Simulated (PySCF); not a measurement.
C₄H₉NO, SMILES NC/C=C/OC.

The structure is a stationary point at PBE0-D3(BJ)/def2-SVP. The values are those of a single conformer.

The numbers are results of PBE0-D3(BJ)/def2-SVP (PySCF), not measurements.

No scaling factor is applied to the harmonic values.

Computed harmonic wavenumbers and intensities:
```csv
mode,ν (cm⁻¹),IR (km/mol),moving atoms (share of kinetic energy)
1,94,0.9,"H 34 %, C 32 %, N 18 %, O 16 %"
2,119,0.0,"C 45 %, N 27 %, H 27 %"
3,208,6.6,"C 48 %, H 46 %"
4,259,1.4,H 92 %
5,291,36.7,"H 72 %, C 17 %"
6,328,4.2,"C 40 %, H 37 %, O 21 %"
7,379,8.9,"H 45 %, C 44 %"
8,469,6.7,"C 45 %, H 24 %, N 17 %, O 15 %"
9,635,7.2,"C 40 %, O 35 %, H 25 %"
10,825,35.5,"H 62 %, C 36 %"
11,855,120.6,"H 68 %, C 18 %, N 13 %"
12,901,134.7,"H 59 %, C 22 %, N 18 %"
13,971,28.5,"H 87 %, C 13 %"
14,1022,30.0,"C 56 %, H 24 %, O 20 %"
15,1086,28.6,"H 55 %, C 41 %"
16,1120,8.8,"C 45 %, N 28 %, H 25 %"
17,1172,3.0,"H 60 %, C 35 %"
18,1177,1.1,"H 75 %, C 19 %"
19,1217,5.3,"H 65 %, C 29 %"
20,1286,8.7,"H 68 %, C 28 %"
21,1297,220.3,"C 42 %, O 30 %, H 27 %"
22,1353,43.7,"H 71 %, O 14 %, C 13 %"
23,1377,8.9,"H 67 %, C 30 %"
24,1380,0.8,H 85 %
25,1455,3.5,"H 92 %, C 8 %"
26,1461,9.5,H 97 %
27,1464,1.9,"H 83 %, C 14 %"
28,1482,22.1,H 96 %
29,1645,19.0,H 92 %
30,1753,163.5,"C 89 %, H 9 %"
31,3018,39.5,H 97 %
32,3046,39.6,H 94 %
33,3097,18.6,"H 90 %, C 10 %"
34,3098,36.8,"H 90 %, C 10 %"
35,3177,16.9,"H 91 %, C 9 %"
36,3188,10.5,"H 92 %, C 8 %"
37,3197,10.6,"H 91 %, C 9 %"
38,3526,0.1,H 96 %
39,3608,1.3,"H 92 %, N 8 %"
```
